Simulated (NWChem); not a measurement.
C₂H₃ClFGa; SMILES C=[CH][Ga]([F])[Cl]

```xyz
8

Ga    -0.4141    -0.0414     0.0000
F     -2.0366     0.6254     0.0000
Cl     1.1479     1.4600     0.0000
C     -0.0541    -1.9460     0.0000
C      1.1984    -2.4183     0.0000
H     -0.8999    -2.6318     0.0000
H      1.4091    -3.4876     0.0000
H      2.0677    -1.7640     0.0000
```
Atoms are numbered in this order, from 1.

STO-3G and 3-21G are far too small for this property and stand as cheap habits. Coordinates come from a B3LYP/6-31G* (spherical d) optimisation.

### Question
Give the principal values of the shielding tensors (ppm) of Ga1, F2, Cl3, C4, C5 from Hartree-Fock/STO-3G, GIAO (NWChem), with their diamagnetic and paramagnetic parts as GIAO splits them.

### Answer
| atom | σ11 | σ22 | σ33 | isotropic | diamagnetic | paramagnetic |
|---|---|---|---|---|---|---|
| Ga1 | 1111.1 | 1568.1 | 1912.1 | 1530.4 | 2612.0 | -1081.6 |
| F2 | 285.5 | 330.0 | 758.6 | 458.0 | 452.2 | 5.8 |
| Cl3 | 1038.4 | 1189.0 | 1444.8 | 1224.0 | 1130.0 | 94.1 |
| C4 | 12.7 | 123.5 | 247.0 | 127.7 | 251.2 | -123.5 |
| C5 | -14.3 | 130.4 | 217.0 | 111.0 | 253.5 | -142.4 |
